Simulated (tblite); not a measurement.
Species: CH10NSSi3 (doublet state).
SMILES with atom numbers: `[CH2:1][S:2][SiH2:3][N:4]([SiH3:5])[SiH3:6]` (hydrogens: H7, H8 on C1; H9, H10 on Si3; H11, H12, H13 on Si5; H14, H15, H16 on Si6)

Computed with GFN2-xTB (tblite), gas phase: L-BFGS steps from a force-field or distance-geometry start until the largest atomic force falls under 0.01 eV/Å.

Step 40: E = -506.6624 eV
```
atom  x, y, z in Å  |  force x, y, z in eV/Å
C1      2.9459    0.4724   -0.2186   -0.001  -0.006   0.002
S2      2.0290    1.4493    0.8341    0.017  -0.012   0.037
Si3     0.4109    0.1199    1.3665   -0.012   0.014  -0.019
N4     -0.6506   -0.1342    0.0222   -0.022  -0.015  -0.004
Si5    -1.2960    1.2394   -0.8680   -0.004  -0.019   0.004
Si6    -1.4062   -1.7051   -0.1576   -0.019  -0.009  -0.006
H7      2.4995   -0.3773   -0.6925   -0.021  -0.008   0.002
H8      3.8633    0.8848   -0.5825   -0.013   0.014  -0.018
H9      1.0154   -1.1544    1.7295    0.007   0.021  -0.013
H10    -0.2219    0.8178    2.4776    0.000   0.014   0.005
H11    -2.4715    1.7560   -0.1577    0.029  -0.006   0.002
H12    -1.6729    0.7302   -2.1847    0.020   0.002   0.002
H13    -0.2561    2.2584   -0.9677   -0.010  -0.029   0.011
H14    -1.8585   -1.8221   -1.5394    0.020   0.012  -0.019
H15    -2.5374   -1.8089    0.7679    0.010   0.010   0.020
H16    -0.4004   -2.7173    0.1595    0.000   0.015  -0.005
```

Step 41: E = -506.6627 eV
```
atom  x, y, z in Å  |  force x, y, z in eV/Å
C1      2.9446    0.4722   -0.2185   -0.004  -0.008   0.002
S2      2.0290    1.4494    0.8349    0.017  -0.005   0.038
Si3     0.4105    0.1207    1.3672   -0.025   0.016  -0.018
N4     -0.6504   -0.1344    0.0220   -0.024  -0.009   0.010
Si5    -1.2960    1.2396   -0.8677    0.018  -0.034  -0.004
Si6    -1.4068   -1.7055   -0.1572    0.003   0.000  -0.016
H7      2.4971   -0.3775   -0.6908   -0.021  -0.012  -0.001
H8      3.8610    0.8845   -0.5851   -0.011   0.017  -0.017
H9      1.0160   -1.1536    1.7280    0.007   0.018  -0.010
H10    -0.2215    0.8178    2.4806    0.006   0.005  -0.012
H11    -2.4704    1.7570   -0.1590    0.009   0.001   0.014
H12    -1.6706    0.7309   -2.1848    0.014  -0.002  -0.005
H13    -0.2556    2.2575   -0.9682   -0.003  -0.021   0.013
H14    -1.8572   -1.8226   -1.5392    0.015   0.013  -0.023
H15    -2.5372   -1.8101    0.7678   -0.002   0.010   0.030
H16    -0.4001   -2.7169    0.1585    0.002   0.012  -0.002
```

Step 42: E = -506.6630 eV
```
atom  x, y, z in Å  |  force x, y, z in eV/Å
C1      2.9425    0.4720   -0.2185   -0.007  -0.009   0.001
S2      2.0293    1.4494    0.8370    0.017  -0.001   0.035
Si3     0.4096    0.1219    1.3679   -0.036   0.014  -0.011
N4     -0.6508   -0.1349    0.0220   -0.020  -0.003   0.025
Si5    -1.2957    1.2395   -0.8675    0.037  -0.046  -0.012
Si6    -1.4076   -1.7061   -0.1570    0.025   0.009  -0.023
H7      2.4931   -0.3783   -0.6884   -0.018  -0.010  -0.002
H8      3.8572    0.8843   -0.5891   -0.013   0.017  -0.015
H9      1.0170   -1.1521    1.7261    0.005   0.014  -0.006
H10    -0.2208    0.8176    2.4844    0.012  -0.004  -0.032
H11    -2.4683    1.7582   -0.1603   -0.014   0.008   0.027
H12    -1.6671    0.7316   -2.1851    0.006  -0.008  -0.015
H13    -0.2550    2.2561   -0.9686    0.008  -0.011   0.015
H14    -1.8552   -1.8230   -1.5400    0.008   0.013  -0.024
H15    -2.5365   -1.8112    0.7683   -0.014   0.009   0.036
H16    -0.3992   -2.7161    0.1574    0.002   0.007   0.002
```

Question: Estimate the geometry and energy of step 43. (The exact step hangs on the optimiser's Hessian estimate; all steps are aligned on step 42, rigid shifts and turns removed.)

Answer: E = -506.6636 eV, largest force 0.071 eV/Å
```
atom  x, y, z in Å  |  force x, y, z in eV/Å
C1      2.9371    0.4715   -0.2191   -0.011  -0.008  -0.001
S2      2.0297    1.4495    0.8414    0.018  -0.003   0.024
Si3     0.4079    0.1234    1.3688   -0.038   0.009   0.003
N4     -0.6515   -0.1355    0.0222   -0.008   0.004   0.040
Si5    -1.2936    1.2391   -0.8680    0.048  -0.049  -0.018
Si6    -1.4078   -1.7071   -0.1575    0.042   0.018  -0.025
H7      2.4848   -0.3806   -0.6835   -0.009   0.000   0.001
H8      3.8490    0.8843   -0.5969   -0.021   0.012  -0.011
H9      1.0188   -1.1498    1.7239    0.001   0.010  -0.004
H10    -0.2206    0.8157    2.4898    0.016  -0.011  -0.052
H11    -2.4642    1.7596   -0.1618   -0.038   0.015   0.037
H12    -1.6611    0.7326   -2.1864   -0.003  -0.015  -0.027
H13    -0.2534    2.2549   -0.9691    0.023   0.001   0.016
H14    -1.8516   -1.8232   -1.5418    0.002   0.012  -0.018
H15    -2.5344   -1.8110    0.7703   -0.020   0.005   0.032
H16    -0.3968   -2.7146    0.1562    0.000   0.002   0.003
```

The energy changes by -0.0006 eV. The first-order estimate −F·Δx gives -0.0008 eV and the mean of the old and new forces, exact on a quadratic surface, -0.0006 eV. The step makes an angle of 73° with the force vector and moves no atom by more than 0.011 Å.

The cost below is that of the whole relaxation. Hardware: one thread, Arm Neoverse V2 (aarch64), no GPU, shared host with 96 logical CPUs at a one-minute load of 57. Cost: 0.79 s of wall time.
